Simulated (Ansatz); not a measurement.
CH$_{5}$NOSi, SMILES `O/C=N/[SiH3]`. The species carries charge 0 and has multiplicity 1.

```tsv
atom	x (Å)	y (Å)	z (Å)
O1	-1.6165	-0.4266	-1.7827
C2	-0.9008	-0.4348	-0.6553
N3	0.0730	0.3297	-0.4511
Si4	1.0261	0.3538	0.9895
H5	-1.2300	0.2558	-2.3517
H6	-1.2970	-1.1937	0.0291
H7	0.5571	-0.6539	1.9881
H8	2.4388	0.0634	0.6380
H9	0.9492	1.7065	1.5960
```

Q: Give the diagnostics of a CCSD(T)/def2-TZVPP run (frozen core, the Gaussian-basis code of Ansatz). (Best estimate.)

A: Ansatz gave: T1 = 0.0142, largest single amplitude 0.039, largest double 0.059, (T) share of the correlation energy 4.0 %, 9 CCSD cycles. The RHF solution is stable towards an unrestricted one. T1 lies under the customary mark of 0.02 for closed shells.
